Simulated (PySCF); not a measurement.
C3H6F2GeO2: core ionisation energies

Species: C₃H₆F₂GeO₂.
Geometry (PBE0-D3(BJ)/def2-SVP, Å), atoms numbered from 1 in this order:
```xyz
14
C3H6F2GeO2 angstrom
F      3.215   -0.047   -0.944
C      2.193   -0.650   -0.291
F      1.623   -1.553   -1.120
Ge     0.834    0.703    0.232
O     -0.428    0.963   -0.998
C     -1.522    0.127   -0.664
C     -1.595    0.005    0.862
O     -0.280   -0.099    1.376
H      2.607   -1.193    0.579
H      1.446    2.030    0.699
H     -2.445    0.568   -1.072
H     -1.387   -0.874   -1.118
H     -2.100    0.892    1.291
H     -2.169   -0.888    1.158
```

Level of theory: PySCF, delta-SCF UKS SCAN, pcX-2 on the ionised atom, pcseg-1 elsewhere, spin-free X2C. Binding energies are ΔSCF values: E(core-ionised, relaxed orbitals) − E(ground state) at a fixed geometry, referred to the vacuum level.

Problem. List the computed XPS lines with their assignment.

Solution. 
| atom(s) | bonded to | level | binding energy (eV) | above the level's lowest (eV) | count |
| --- | --- | --- | --- | --- | --- |
| C6/C7 | O, C and 2 H | C 1s | 292.30 | 0.00 | 2 |
| C2 | 2 F, H and Ge | C 1s | 295.20 | +2.90 | 1 |
| O5/O8 | C and Ge | O 1s | 537.85 | 0.00 | 2 |
| F1/F3 | C | F 1s | 693.38 | 0.00 | 2 |

The listed C 1s values span 2.90 eV, from C6/C7 (bonded to O, C and 2 H) to C2 (bonded to 2 F, H and Ge).

Problem. Which effective nuclear charge Zeff reproduces each element's mean 1s value in the hydrogen-like formula E = 13.606 eV × Zeff²?

Solution. C (Z = 6): mean 293.3 eV, Zeff = 4.64, Z − Zeff = 1.36; O (Z = 8): mean 537.8 eV, Zeff = 6.29, Z − Zeff = 1.71; F (Z = 9): mean 693.4 eV, Zeff = 7.14, Z − Zeff = 1.86. Means run over the listed sites, weighted by atom count.

Problem. Give the binding energy of O 1s of O5/O8 in hartree and in kJ/mol.

Solution. 537.85 eV = 19.7656 Eh = 51895 kJ/mol.

One atom of each set of topologically equivalent atoms was ionised and stands for the set; in this conformer not all members are related by symmetry, and their own values weren't computed. No level of germanium is listed. Geometry: PBE0-D3(BJ)/def2-SVP, one conformer, isolated molecule.
